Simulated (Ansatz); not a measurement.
Computed with Ansatz on PBE0-D4/def2-TZVP structures; ΔE is electronic, products minus reactants. CBS: MP2 limit from def2 TZ/QZ plus the TZ coupled-cluster correction, frozen cores. DFT in def2-TZVPP. B3LYP here is the variant with VWN-RPA as its local correlation; programs differ in this. HSE06 is defined as in plane-wave codes. For Ge outer-core shells are correlated without core-valence functions, which leaves a few kJ/mol of doubt a bond. Scalar relativity is left out up to krypton. One conformer a species, not always the lowest.

disiloxane + `[SiH3][SiH2][SiH2][SiH2][GeH3]` → `[SiH3][SiH2][SiH2][SiH2][GeH2][SiH3]` + silanol  (formal exchange of groups at the Si–O bond)

`[SiH3]O[SiH3]`:

Z-matrix (Å, degrees):
```
Si
O 1 1.634
H 1 1.483 2 108.3
H 1 1.487 2 110.2 3 119.9
H 1 1.487 2 110.2 3 -119.9
Si 2 1.634 1 147.6 3 179.6
H 6 1.483 2 108.2 1 -179.7
H 6 1.487 2 110.2 1 60.4
H 6 1.487 2 110.2 1 -59.9
```

`[SiH3][SiH2][SiH2][SiH2][GeH3]`:

Z-matrix (Å, degrees):
```
Si
Si 1 2.338
H 1 1.488 2 109.5
H 1 1.488 2 111.4 3 120.3
H 1 1.488 2 109.9 3 -119.0
Si 2 2.339 1 109.5 3 60.7
H 2 1.490 1 109.2 3 -58.2
H 2 1.490 1 110.2 3 -177.0
Si 6 2.337 2 108.4 1 -50.5
H 6 1.490 2 110.4 1 -170.5
H 6 1.490 2 109.7 1 70.1
Ge 9 2.380 6 109.7 2 -50.5
H 9 1.489 6 111.2 2 -172.0
H 9 1.490 6 109.1 2 68.7
H 12 1.538 9 110.3 6 -57.3
H 12 1.538 9 111.4 6 -177.9
H 12 1.538 9 110.0 6 61.9
```

`[SiH3][SiH2][SiH2][SiH2][GeH2][SiH3]`:

```xyz
20

Si   -1.546   -1.173   -1.821
Si   -2.006    0.721   -0.528
Si   -0.277    2.270   -0.802
Si    1.756    1.229   -0.304
Ge    1.621    0.114    1.800
Si    0.680   -2.068    1.659
H    -1.651   -0.823   -3.263
H    -2.489   -2.284   -1.525
H    -0.159   -1.641   -1.556
H    -2.080    0.346    0.912
H    -3.319    1.302   -0.926
H    -0.271    2.777   -2.203
H    -0.468    3.428    0.116
H     2.856    2.233   -0.264
H     2.080    0.232   -1.362
H     3.037   -0.015    2.397
H     0.791    0.971    2.777
H     1.425   -2.872    0.656
H    -0.750   -2.006    1.257
H     0.770   -2.742    2.981
```

`O[SiH3]`:

Z-matrix (Å, degrees):
```
Si
O 1 1.648
H 1 1.489 2 111.7
H 1 1.489 2 111.7 3 120.9
H 1 1.481 2 105.9 3 -119.6
H 2 0.957 1 117.9 3 -60.5
```

| level | ΔE (kJ/mol) | difference from CCSD(T)/CBS |
| --- | --- | --- |
| LDA (SPW92) | 58.1 | -19.5 |
| PBE-D4 | 56.0 | -21.6 |
| BLYP-D4 | 73.7 | -3.9 |
| r2SCAN-D4 | 74.4 | -3.2 |
| B97M-V | 82.8 | 5.2 |
| PBE0-D4 | 63.5 | -14.1 |
| B3LYP-D4 | 79.0 | 1.4 |
| r2SCAN0-D4 | 76.7 | -0.9 |
| HSE06-D4 | 63.3 | -14.3 |
| BHLYP-D4 | 89.0 | 11.4 |
| CAM-B3LYP-D4 | 87.6 | 10.0 |
| ωB97X-V | 79.9 | 2.3 |
| ωB97M-V | 79.6 | 2.0 |
| B2PLYP | 88.0 | 10.4 |
| PBE-QIDH | 77.4 | -0.2 |
| PBE | 62.2 | -15.4 |
| revPBE | 65.8 | -11.8 |
| r2SCAN | 76.7 | -0.9 |
| PBE0 | 69.7 | -7.9 |
| B3LYP | 88.8 | 11.2 |
| r2SCANh | 77.8 | 0.2 |
| r2SCAN0 | 79.5 | 1.9 |
| CAM-B3LYP | 94.4 | 16.8 |
| LC-ωPBE | 79.7 | 2.1 |
| RPA@PBE/def2-TZVPP | 81.9 | 4.3 |
| HF/def2-SVP | 108.2 | 30.6 |
| MP2/def2-SVP | 80.4 | 2.8 |
| CCSD/def2-SVP | 81.4 | 3.8 |
| CCSD(T)/def2-SVP | 77.7 | 0.1 |
| HF/def2-TZVPP | 117.1 | 39.5 |
| MP2/def2-TZVPP | 81.7 | 4.1 |
| SCS-MP2/def2-TZVPP | 90.3 | 12.7 |
| CCSD/def2-TZVPP | 84.6 | 7.0 |
| CCSD(T)/def2-TZVPP | 79.2 | 1.6 |
| HF/def2-QZVPP | 120.4 | 42.8 |
| MP2/def2-QZVPP | 81.9 | 4.3 |
| SCS-MP2/def2-QZVPP | 90.8 | 13.2 |
| HF/CBS(def2) | 120.8 | 43.2 |
| MP2/CBS(def2) | 80.1 | 2.5 |
| CCSD/CBS(def2) | 82.9 | 5.3 |
| CCSD(T)/CBS | 77.6 | 0 |

Largest T1 diagnostic among the species: 0.013.

From BLYP to BHLYP (50 % exact exchange), in def2-TZVPP and without D4, ΔE moves by +14.0 kJ/mol. In def2-TZVPP, CCSD(T) changes the Hartree–Fock value by −37.8 kJ/mol (the triples alone add −5.4 kJ/mol) and MP2 by −35.3 kJ/mol.
